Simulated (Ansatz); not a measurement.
A structure relaxed at PBE0-D4/def2-TZVP, charge 0, multiplicity 1:

```json
{"atom": "C1", "x (Å)": "1.422", "y (Å)": "-0.124", "z (Å)": "0.039"}
{"atom": "C2", "x (Å)": "0.082", "y (Å)": "-0.001", "z (Å)": "0.740"}
{"atom": "C3", "x (Å)": "-0.886", "y (Å)": "-1.081", "z (Å)": "0.295"}
{"atom": "O4", "x (Å)": "-0.469", "y (Å)": "1.283", "z (Å)": "0.572"}
{"atom": "Zn5", "x (Å)": "-0.903", "y (Å)": "1.910", "z (Å)": "-1.019"}
{"atom": "F6", "x (Å)": "-1.374", "y (Å)": "2.648", "z (Å)": "-2.524"}
{"atom": "H7", "x (Å)": "1.291", "y (Å)": "-0.049", "z (Å)": "-1.048"}
{"atom": "H8", "x (Å)": "1.899", "y (Å)": "-1.086", "z (Å)": "0.247"}
{"atom": "H9", "x (Å)": "2.095", "y (Å)": "0.673", "z (Å)": "0.360"}
{"atom": "H10", "x (Å)": "0.247", "y (Å)": "-0.111", "z (Å)": "1.821"}
{"atom": "H11", "x (Å)": "-0.503", "y (Å)": "-2.081", "z (Å)": "0.512"}
{"atom": "H12", "x (Å)": "-1.848", "y (Å)": "-0.961", "z (Å)": "0.796"}
{"atom": "H13", "x (Å)": "-1.052", "y (Å)": "-1.020", "z (Å)": "-0.790"}
```

Task: Give its formula and SMILES.

Result: C3H7FOZn, `CC(C)[O][Zn][F]`.

Task: Point group (tolerance 0.08 Å, 0.16 Å for H)?

Result: Cs.

Task: Summarise the bond lengths by kind.

Result: 2 × C–C 1.517 Å; 7 × C–H 1.091 to 1.099 Å; 1 × C–O 1.408 Å; 1 × O–Zn 1.764 Å; 1 × F–Zn 1.741 Å.

Computed with Ansatz.
